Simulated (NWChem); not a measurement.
# SiHOCl3; SMILES O[Si](Cl)(Cl)Cl

```xyz
6

O     -1.8906    -0.2066     0.0000
Si    -0.2649    -0.0367     0.0000
Cl     0.3749     0.9839     1.6522
Cl     0.5171    -1.9106     0.0000
Cl     0.3749     0.9839    -1.6522
H     -2.4306     0.5907     0.0000
```
Atoms are numbered in this order, from 1.

Coordinates come from a PBE0/def2-SVP optimisation.

Problem. Give the principal values of the shielding tensors (ppm) of O1, Si2, Cl3, Cl4 from PBE0/pcSseg-1, GIAO (NWChem), with their diamagnetic and paramagnetic parts as GIAO splits them.

Solution. 
```
atom    σ11    σ22     σ33  isotropic  diamagnetic  paramagnetic
----  -----  -----  ------  ---------  -----------  ------------
O1    197.9  227.0   266.9      230.6        389.4        -158.8
Si2   345.0  354.9   372.3      357.4        880.2        -522.8
Cl3   678.5  696.3   992.7      789.2       1148.2        -359.0
Cl4   714.5  728.2  1012.5      818.4       1148.1        -329.7
```
